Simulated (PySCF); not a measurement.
Record of a relaxation.

Compound: CH7Ge2NSi.
SMILES with atom numbers: `[N:1]#[C:2][Ge@H:3]([SiH3:4])[GeH3:5]` (hydrogens: H6 on Ge3; H7, H8, H9 on Si4; H10, H11, H12 on Ge5)

Method: PySCF 2.14.0, PBE0-D3(BJ)/def2-SVP geometry optimisation, gas phase; density fitting, grid level 1; the optimiser is geomeTRIC in internal coordinates, started from a GFN2-xTB structure with every atom displaced at random (about 0.01 Å). The frame can shift and turn from step to step; on so coarse a grid that alone can change the energy by a few meV, and forces under 0.02 eV/Å are noise.

Step 0: E = -123515.3640 eV, largest atomic force 4.974 eV/Å
```
atom  x, y, z in Å  |  force x, y, z in eV/Å
N1      0.073    3.160   -0.698    0.069   4.567  -1.967
C2      0.050    2.131   -0.244    0.049  -4.289   1.589
Ge3     0.042    0.357    0.479    0.271   0.136   0.355
Si4     2.149   -0.692   -0.022   -1.015   0.038   0.519
Ge5    -2.063   -0.562   -0.178   -0.065  -0.231   0.265
H6     -0.074    0.727    1.962    0.066  -0.194   0.276
H7      2.131   -2.014    0.619    0.025  -0.395   0.215
H8      3.239    0.114    0.490    0.585   0.491   0.308
H9      2.238   -0.847   -1.449    0.113  -0.106  -1.096
H10    -2.309   -1.916    0.437    0.119  -0.575   0.369
H11    -2.197   -0.761   -1.640    0.123  -0.059  -1.147
H12    -3.238    0.275    0.236   -0.339   0.617   0.314
```

Step 1: E = -123515.6477 eV, largest atomic force 0.527 eV/Å
```
atom  x, y, z in Å  |  force x, y, z in eV/Å
N1      0.171    3.230   -0.706   -0.014  -0.490   0.193
C2      0.124    2.170   -0.226    0.001   0.480  -0.208
Ge3     0.032    0.409    0.567   -0.080   0.039   0.064
Si4     2.026   -0.723   -0.068    0.081   0.016  -0.026
Ge5    -2.062   -0.578   -0.172   -0.239  -0.047  -0.113
H6     -0.013    0.695    2.086    0.012  -0.069  -0.103
H7      2.021   -2.075    0.566    0.003  -0.011   0.010
H8      3.185    0.075    0.432    0.016  -0.048  -0.032
H9      2.091   -0.869   -1.555   -0.031   0.033   0.071
H10    -2.220   -1.969    0.497    0.038   0.190  -0.091
H11    -2.103   -0.745   -1.718    0.063   0.057   0.323
H12    -3.217    0.349    0.289    0.150  -0.150  -0.087
```

Step 2: E = -123515.6601 eV, largest atomic force 0.095 eV/Å
```
atom  x, y, z in Å  |  force x, y, z in eV/Å
N1      0.166    3.221   -0.714    0.001  -0.093   0.015
C2      0.118    2.169   -0.225   -0.004   0.091  -0.014
Ge3     0.027    0.412    0.575   -0.014   0.007  -0.019
Si4     2.024   -0.724   -0.063    0.009   0.010   0.018
Ge5    -2.063   -0.571   -0.169   -0.038   0.004  -0.007
H6     -0.016    0.685    2.088    0.011  -0.016   0.017
H7      2.017   -2.079    0.565   -0.001  -0.001   0.002
H8      3.198    0.059    0.423    0.011  -0.018  -0.012
H9      2.070   -0.859   -1.548   -0.016   0.011  -0.001
H10    -2.214   -1.955    0.485    0.008  -0.004   0.004
H11    -2.071   -0.726   -1.698    0.033   0.014   0.004
H12    -3.220    0.338    0.273   -0.002  -0.005  -0.008
```

Step 3: E = -123515.6619 eV, largest atomic force 0.054 eV/Å
```
atom  x, y, z in Å  |  force x, y, z in eV/Å
N1      0.166    3.215   -0.719    0.005   0.027  -0.037
C2      0.116    2.169   -0.221   -0.004  -0.023   0.048
Ge3     0.025    0.415    0.586   -0.001   0.009   0.006
Si4     2.019   -0.724   -0.060   -0.006   0.001   0.009
Ge5    -2.060   -0.567   -0.170    0.004  -0.002   0.011
H6     -0.015    0.683    2.100    0.008  -0.002   0.007
H7      2.009   -2.081    0.564   -0.001  -0.001  -0.001
H8      3.204    0.046    0.416    0.006  -0.005  -0.004
H9      2.048   -0.853   -1.545   -0.007   0.001  -0.010
H10    -2.209   -1.954    0.478   -0.002  -0.015   0.005
H11    -2.041   -0.714   -1.697    0.014   0.002  -0.035
H12    -3.226    0.335    0.261   -0.015   0.009   0.000
```

Step 4: E = -123515.6632 eV, largest atomic force 0.091 eV/Å
```
atom  x, y, z in Å  |  force x, y, z in eV/Å
N1      0.171    3.209   -0.724    0.007   0.069  -0.049
C2      0.118    2.171   -0.209   -0.002  -0.062   0.066
Ge3     0.023    0.421    0.605    0.003   0.007   0.023
Si4     2.007   -0.726   -0.056   -0.013  -0.008  -0.009
Ge5    -2.054   -0.562   -0.173    0.032  -0.007   0.003
H6     -0.012    0.684    2.121    0.001   0.008  -0.002
H7      1.993   -2.086    0.561   -0.001  -0.002  -0.003
H8      3.210    0.027    0.405   -0.001   0.005   0.004
H9      2.012   -0.847   -1.542    0.002  -0.006  -0.006
H10    -2.203   -1.954    0.465   -0.009  -0.009  -0.001
H11    -1.997   -0.698   -1.700   -0.005  -0.004  -0.026
H12    -3.233    0.331    0.239   -0.013   0.009   0.001
```

Step 5: E = -123515.6637 eV, largest atomic force 0.052 eV/Å
```
atom  x, y, z in Å  |  force x, y, z in eV/Å
N1      0.179    3.206   -0.723    0.005   0.040  -0.025
C2      0.122    2.174   -0.196    0.000  -0.034   0.040
Ge3     0.022    0.426    0.622    0.002   0.005   0.019
Si4     1.997   -0.729   -0.053   -0.009  -0.009  -0.015
Ge5    -2.047   -0.559   -0.178    0.031  -0.005  -0.003
H6     -0.012    0.687    2.138   -0.004   0.006  -0.006
H7      1.978   -2.091    0.559   -0.001  -0.002  -0.002
H8      3.210    0.013    0.397   -0.003   0.006   0.005
H9      1.986   -0.845   -1.540    0.004  -0.006   0.000
H10    -2.200   -1.954    0.453   -0.008  -0.002  -0.004
H11    -1.964   -0.688   -1.706   -0.010  -0.004  -0.009
H12    -3.235    0.329    0.219   -0.006   0.004  -0.001
```

Step 6: E = -123515.6639 eV, largest atomic force under 0.02 eV/Å
```
atom  x, y, z in Å  |  force x, y, z in eV/Å
N1      0.189    3.207   -0.716    0.003   0.000   0.004
C2      0.127    2.178   -0.182    0.001   0.002   0.005
Ge3     0.021    0.430    0.634    0.001   0.002   0.004
Si4     1.988   -0.733   -0.051   -0.002  -0.004  -0.009
Ge5    -2.040   -0.556   -0.185    0.013   0.000  -0.004
H6     -0.015    0.690    2.150   -0.006  -0.001  -0.003
H7      1.965   -2.097    0.557    0.000  -0.001   0.000
H8      3.207    0.003    0.395   -0.003   0.003   0.003
H9      1.968   -0.846   -1.539    0.002  -0.002   0.003
H10    -2.200   -1.953    0.441   -0.003   0.003  -0.004
H11    -1.941   -0.683   -1.713   -0.007  -0.002   0.003
H12    -3.235    0.329    0.200    0.001   0.000  -0.003
```

Q: Summarise the path.

A: The energy falls by 0.3000 eV from step 0 to step 6; nine tenths of that is first reached at step 1. It falls at every step. The largest force goes from 4.974 to under 0.02 eV/Å. Among the bonds Ge5–H11 changes most (a near tie, within 0.001 Å, with another), from 1.482 to 1.537 Å; the atoms move by 0.159 Å rms after alignment.

The cost below is that of the whole optimisation. Hardware: one thread of an Arm Neoverse N1, on a shared host. Cost: 2.1 min wall, 0.63 GiB resident at most.
